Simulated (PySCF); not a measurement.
C$_{2}$H$_{6}$NO (SMILES CC([NH3+])=O), charge +1, singlet, geometry from GFN2-xTB; PySCF with CASSCF(10,9)/6-31G*.

PySCF was given this input:
```python
from pyscf import gto, scf, mcscf
import numpy

mol = gto.Mole()
mol.atom = '''
    O     0.419742    1.335988    0.185942
    C    -0.054338    0.283115    0.038637
    N     1.009591   -0.914244   -0.162186
    C    -1.419457   -0.234742    0.003078
    H     0.773244   -1.741228    0.398216
    H    -2.113387    0.595587   -0.125765
    H    -1.572434   -0.966171   -0.787665
    H    -1.656404   -0.714842    0.955158
    H     1.939820   -0.564677    0.109659
    H     1.046856   -1.187111   -1.152123
'''
mol.basis = '6-31g*'
mol.charge = 1
mol.spin = 0
mol.verbose = 4
mol.build()

mf = scf.RHF(mol)
mf.kernel()
mc = mcscf.CASSCF(mf, 9, 10)
mc.fix_spin_(ss=0.0)
mc.kernel()
occ = numpy.linalg.eigvalsh(mc.fcisolver.make_rdm1(mc.ci, mc.ncas, mc.nelecas))[::-1]
ss = mc.fcisolver.spin_square(mc.ci, mc.ncas, mc.nelecas)[0]
print('natural occupations', occ.round(4), ' <S^2>', round(ss, 4))
```

Task: What does PySCF print? Leave out banner, timings and long lists.

Result: 
```
PySCF version 2.14.0

[INPUT] verbose = 4
[INPUT] num. atoms = 10
[INPUT] num. electrons = 32
[INPUT] charge = 1
[INPUT] spin (= nelec alpha-beta = 2S) = 0
[INPUT] symmetry False subgroup None
[INPUT] Mole.unit = angstrom
[INPUT] Symbol           X                Y                Z      unit          X                Y                Z       unit  Magmom
[...]
nuclear repulsion = 128.028930620452
number of shells = 36
number of NR pGTOs = 132
number of NR cGTOs = 68
basis = 6-31g*
ecp = {}

******** <class 'pyscf.scf.hf.RHF'> ********
method = RHF
initial guess = minao
damping factor = 0
level_shift factor = 0
DIIS = <class 'pyscf.scf.diis.CDIIS'>
diis_start_cycle = 1
diis_space = 8
diis_damp = 0
SCF conv_tol = 1e-09
SCF conv_tol_grad = None
SCF max_cycles = 50
direct_scf = True
direct_scf_tol = 1e-13
Set gradient conv threshold to 3.16228e-05
Initial guess from minao.
init E= -209.19245385096
[...]
cycle= 1 E= -208.107829713315  delta_E= 1.08  |g|= 0.843  |ddm|= 2.68
[...]
cycle= 2 E= -208.191698334286  delta_E= -0.0839  |g|= 0.722  |ddm|= 1.15
[...]
cycle= 3 E= -208.287690480663  delta_E= -0.096  |g|= 0.0686  |ddm|= 0.484
[...]
cycle= 4 E= -208.28968667175  delta_E= -0.002  |g|= 0.0267  |ddm|= 0.0932
[...]
cycle= 5 E= -208.290005471187  delta_E= -0.000319  |g|= 0.0107  |ddm|= 0.0421
[...]
cycle= 6 E= -208.290103759423  delta_E= -9.83e-05  |g|= 0.00502  |ddm|= 0.0261
[...]
cycle= 7 E= -208.290120528941  delta_E= -1.68e-05  |g|= 0.00146  |ddm|= 0.0123
[...]
cycle= 8 E= -208.290121693556  delta_E= -1.16e-06  |g|= 0.000337  |ddm|= 0.00303
[...]
cycle= 9 E= -208.290121758208  delta_E= -6.47e-08  |g|= 5.27e-05  |ddm|= 0.000748
[...]
cycle= 10 E= -208.290121760122  delta_E= -1.91e-09  |g|= 1.28e-05  |ddm|= 0.000129
[...]
cycle= 11 E= -208.290121760224  delta_E= -1.02e-10  |g|= 2.49e-06  |ddm|= 3.59e-05
[...]
Extra cycle  E= -208.290121760228  delta_E= -3.92e-12  |g|= 1.08e-06  |ddm|= 4.39e-06
converged SCF energy = -208.290121760228

******** <class 'pyscf.mcscf.mc1step.CASSCF'> ********
CAS (5e+5e, 9o), ncore = 11, nvir = 48
max_cycle_macro = 50
max_cycle_micro = 4
conv_tol = 1e-07
conv_tol_grad = None
orbital rotation max_stepsize = 0.02
orbital rotation threshold for CI restart = 0.01
augmented hessian ah_max_cycle = 30
augmented hessian ah_conv_tol = 1e-12
augmented hessian ah_linear dependence = 1e-14
augmented hessian ah_level shift = 1e-08
augmented hessian ah_start_tol = 2.5
augmented hessian ah_start_cycle = 3
[...]
CASCI E = -208.308584955130  S^2 = 0.0000000
[...]
               |grad[o]|=0.00082  |grad[c]|=0.00359  |ddm|=0.000252  |maxRot[o]|=0.00519
macro iter  23 (  7 JK    2 micro), CASSCF E = -208.422560520487  dE = -7.19670807e-05  S^2 = 0.0000000
               |grad[o]|=0.000857  |grad[c]|=0.00195  |ddm|=0.000258  |maxRot[o]|=0.0518
macro iter  24 ( 20 JK    4 micro), CASSCF E = -208.422488410687  dE =  7.21097994e-05  S^2 = 0.0000000
               |grad[o]|=0.000467  |grad[c]|=0.00168  |ddm|=0.000278  |maxRot[o]|=0.0453
macro iter  25 ( 21 JK    4 micro), CASSCF E = -208.422511748610  dE = -2.33379229e-05  S^2 = 0.0000000
               |grad[o]|=0.00121  |grad[c]|=0.00162  |ddm|=0.000215  |maxRot[o]|=0.012
macro iter  26 ( 21 JK    4 micro), CASSCF E = -208.422508749082  dE =  2.99952853e-06  S^2 = 0.0000000
               |grad[o]|=0.000797  |grad[c]|=0.00284  |ddm|=0.000122  |maxRot[o]|=0.00331
macro iter  27 ( 21 JK    4 micro), CASSCF E = -208.422549735358  dE = -4.09862766e-05  S^2 = 0.0000000
               |grad[o]|=0.000817  |grad[c]|=0.000826  |ddm|=5.73e-05  |maxRot[o]|=0.0244
macro iter  28 ( 21 JK    4 micro), CASSCF E = -208.422548007251  dE =  1.72810735e-06  S^2 = 0.0000000
               |grad[o]|=0.000547  |grad[c]|=0.00205  |ddm|=7.93e-05  |maxRot[o]|=0.00201
macro iter  29 ( 25 JK    4 micro), CASSCF E = -208.422574096756  dE = -2.60895049e-05  S^2 = 0.0000000
               |grad[o]|=0.000635  |grad[c]|=0.000713  |ddm|=4.58e-05  |maxRot[o]|=0.0234
macro iter  30 ( 12 JK    3 micro), CASSCF E = -208.422586394433  dE = -1.22976776e-05  S^2 = 0.0000000
               |grad[o]|=0.000349  |grad[c]|=0.00135  |ddm|=0.000103  |maxRot[o]|=0.0272
macro iter  31 (  6 JK    1 micro), CASSCF E = -208.422586766941  dE = -3.72507117e-07  S^2 = 0.0000000
               |grad[o]|=8.99e-05  |grad[c]|=0.000421  |ddm|=4.55e-05  |maxRot[o]|=0.00539
macro iter  32 (  5 JK    1 micro), CASSCF E = -208.422586805936  dE = -3.89954096e-08  S^2 = 0.0000000
               |grad[o]|=5.9e-05  |grad[c]|=0.000181  |ddm|=3.45e-05  |maxRot[o]|=0.00112
1-step CASSCF converged in  32 macro (522 JK 107 micro) steps
CASSCF canonicalization
Density matrix diagonal elements [1.9788612  1.97588612 1.98458159 1.96675693 1.9745093  0.05684003
 0.02616268 0.01815071 0.01825143]
CASSCF energy = -208.422586805936
CASCI E = -208.422586805936  E(CI) = -33.9783302436906  S^2 = 0.0000000
natural occupations [1.9974 1.9863 1.9786 1.9753 1.9454 0.0572 0.0247 0.0222 0.0129]  <S^2> 0.0
```
